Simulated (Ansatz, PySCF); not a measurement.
Molecule: C₄H₉N, charge 0, multiplicity 1. SMILES: NC1CCC1
Geometry from a B3LYP-D3(BJ)/def2-TZVP (Ansatz, a program for electronic structure) optimisation:
```xyz
14

C     -1.5398     0.2655     0.2709
C     -0.6234    -0.9815     0.2024
C      0.5971    -0.0373     0.2786
C     -0.3237     1.1240    -0.1576
N      1.7132    -0.3468    -0.6022
H     -1.8557     0.4849     1.2912
H     -2.4165     0.2798    -0.3747
H     -0.6644    -1.4556    -0.7791
H     -0.7297    -1.7420     0.9762
H      0.8911     0.1004     1.3288
H     -0.1838     2.0937     0.3203
H     -0.2801     1.2446    -1.2408
H      2.1797    -1.1960    -0.3002
H      2.4060     0.3942    -0.5721
```

Unscaled harmonic wavenumbers (cm⁻¹) in rising order, each level at the stationary point that it reaches from this structure (no distance between atoms moves by over 0.3 Å); the order of modes can differ between levels, and a negative number is imaginary. B3LYP-D3(BJ)/def2-TZVP (PySCF, at the structure above): 155, 179, 373, 456, 611, 762, 792, 853, 904, 926, 928, 973, 1003, 1136, 1157, 1185, 1235, 1245, 1258, 1271, 1276, 1347, 1394, 1479, 1490, 1514, 1650, 2951, 3052, 3054, 3061, 3095, 3102, 3116, 3466, 3541.

HF/3-21G (Ansatz): 149, 205, 388, 461, 665, 792, 809, 850, 944, 954, 955, 997, 1118, 1188, 1232, 1292, 1344, 1363, 1384, 1400, 1409, 1468, 1507, 1624, 1635, 1658, 1837, 3155, 3240, 3244, 3253, 3291, 3305, 3317, 3650, 3743. Zero-point energy 85.5 against 80.0 kcal/mol; where all levels lie over 400 cm⁻¹, the wavenumbers are on average 1.067 times those of B3LYP-D3(BJ)/def2-TZVP.

HF/6-31G* (Ansatz): 168, 233, 396, 488, 660, 823, 857, 969, 989, 1001, 1009, 1046, 1092, 1233, 1272, 1303, 1355, 1362, 1387, 1404, 1421, 1494, 1549, 1626, 1632, 1667, 1828, 3141, 3224, 3226, 3237, 3268, 3276, 3291, 3710, 3793. Zero-point energy 86.4 against 80.0 kcal/mol; where all levels lie over 400 cm⁻¹, the wavenumbers are on average 1.086 times those of B3LYP-D3(BJ)/def2-TZVP.
